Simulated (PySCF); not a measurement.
**Reproducing measurements on acetophenone**

**The experiment to reproduce.**

NIST CCCBDB Release 22 (SRD 101), experimental dipoles lists, for the gas: dipole moment (dielectric constant against temperature) 3.02 D.

How close the calculation comes is told at the end.

Species: acetophenone, C8H8O.
Atom-mapped SMILES: `[CH3:1][C:2](=[O:3])[c:4]1[cH:5][cH:6][cH:7][cH:8][cH:9]1` (hydrogens: H10, H11, H12 on C1; H13 on C5; H14 on C6; H15 on C7; H16 on C8; H17 on C9)

Geometry (GFN2-xTB, Å), atoms numbered from 1 in this order:
```xyz
17
C8H8O angstrom
C     -2.6122   -0.1326    0.6673
C     -1.6806    0.5806   -0.2831
O     -2.0915    1.3987   -1.0759
C     -0.2362    0.2361   -0.2049
C      0.2847   -0.6988    0.6886
C      1.6412   -0.9664    0.7020
C      2.4946   -0.3099   -0.1704
C      1.9876    0.6212   -1.0627
C      0.6335    0.8910   -1.0783
H     -2.5677   -1.2067    0.4996
H     -2.3267    0.0743    1.6966
H     -3.6285    0.2154    0.4995
H     -0.3599   -1.2224    1.3770
H      2.0362   -1.6922    1.3977
H      3.5529   -0.5246   -0.1535
H      2.6487    1.1352   -1.7446
H      0.2169    1.6131   -1.7648
```

The PySCF runs (gas phase, on this GFN2-xTB geometry; no spin–orbit coupling):

```csv
level,job,basis functions
PBE0/pcSseg-1,"shieldings, ring-centre shieldings, charges and field gradients",193
wB97X-D/def2-SVPD,"8 singlets by full TDDFT, 3 Tamm–Dancoff triplets, polarisability",247
PBE0/def2-SVPD,"6 singlets by full TDDFT, 2 Tamm–Dancoff triplets, polarisability",247
"OPBE/pcSseg-0, energy threshold 1e-11 Eh","1 singlet by full TDDFT, 2 Tamm–Dancoff triplets, polarisability",97
WP04/def2-SVPD,"spin–spin couplings from 8 perturbed nuclei, spin–dipole term left out",247
wB97X-D/6-31G*,"spin–spin couplings from 8 perturbed nuclei, spin–dipole term left out",142
```

All basis functions are spherical.

## Comparison

**Dipole moment.** Measured: 3.02 D (NIST CCCBDB Release 22 (SRD 101), experimental dipoles).

| level | computed (D) | computed − measured (D) | % (from the printed values) |
| --- | --- | --- | --- |
| PBE0/pcSseg-1 | 3.13 | +0.11 | +4 |
| wB97X-D/def2-SVPD | 3.23 | +0.21 | +7 |
| PBE0/def2-SVPD | 3.22 | +0.20 | +7 |
| OPBE/pcSseg-0 | 3.16 | +0.14 | +5 |
| WP04/def2-SVPD | 3.34 | +0.32 | +11 |
| wB97X-D/6-31G* | 3.02 | 0.00 | 0 |

Closest is wB97X-D/6-31G* (0.00 D), furthest WP04/def2-SVPD (+0.32 D); one molecule doesn't rank methods. The computed dipoles belong to one fixed geometry; measured ones are averaged over vibrations unless marked μe. Magnitudes are compared, not signs.

The geometry is computed, not the measured one. Where a level misses, the cause wasn't examined.

Note: wB97X-D ran without an empirical dispersion term, which enters the total energy and its gradient alone.
